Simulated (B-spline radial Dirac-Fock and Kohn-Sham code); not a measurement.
**X-ray scattering factor of Hg⁷⁸⁺**

System: mercury as Hg⁷⁸⁺, 1s2.

Method: Dirac-Fock orbitals of the configuration average with a finite nucleus. Computed with a radial finite-basis atomic code. f₀ is the Fourier transform of the spherical electron density, S the Waller-Hartree incoherent function, and s = sin θ/λ. The electron scattering factor follows from the Mott-Bethe formula f_e = 0.023934 Å⁻¹·(Z − f₀)/s².

| s (Å⁻¹) | f₀ | S | f_e (Å) |
| --- | --- | --- | --- |
| 0 | 2.000 | 0.000 | – |
| 0.05 | 2.000 | 0.000 | 746.741 |
| 0.1 | 2.000 | 0.000 | 186.685 |
| 0.15 | 2.000 | 0.000 | 82.971 |
| 0.2 | 2.000 | 0.000 | 46.671 |
| 0.25 | 2.000 | 0.001 | 29.870 |
| 0.3 | 2.000 | 0.001 | 20.743 |
| 0.35 | 1.999 | 0.001 | 15.240 |
| 0.4 | 1.999 | 0.002 | 11.668 |
| 0.45 | 1.999 | 0.002 | 9.219 |
| 0.5 | 1.999 | 0.003 | 7.468 |
| 0.6 | 1.998 | 0.004 | 5.186 |
| 0.7 | 1.997 | 0.005 | 3.810 |
| 0.8 | 1.996 | 0.007 | 2.917 |
| 0.9 | 1.996 | 0.009 | 2.305 |
| 1 | 1.994 | 0.011 | 1.867 |
| 1.1 | 1.993 | 0.013 | 1.543 |
| 1.2 | 1.992 | 0.016 | 1.297 |
| 1.4 | 1.989 | 0.022 | 0.953 |
| 1.6 | 1.986 | 0.028 | 0.729 |
| 1.8 | 1.982 | 0.036 | 0.576 |
| 2 | 1.978 | 0.044 | 0.467 |
| 2.5 | 1.966 | 0.068 | 0.299 |
| 3 | 1.951 | 0.097 | 0.208 |
| 3.5 | 1.934 | 0.130 | 0.153 |
| 4 | 1.914 | 0.168 | 0.117 |
| 5 | 1.869 | 0.254 | 0.075 |
| 6 | 1.816 | 0.352 | 0.052 |

f₀ starts at the number of electrons, 2. The sum of ⟨r²⟩ over the electrons is 0.0007525 bohr². For an ion f_e diverges as s goes to zero, because of the net charge.
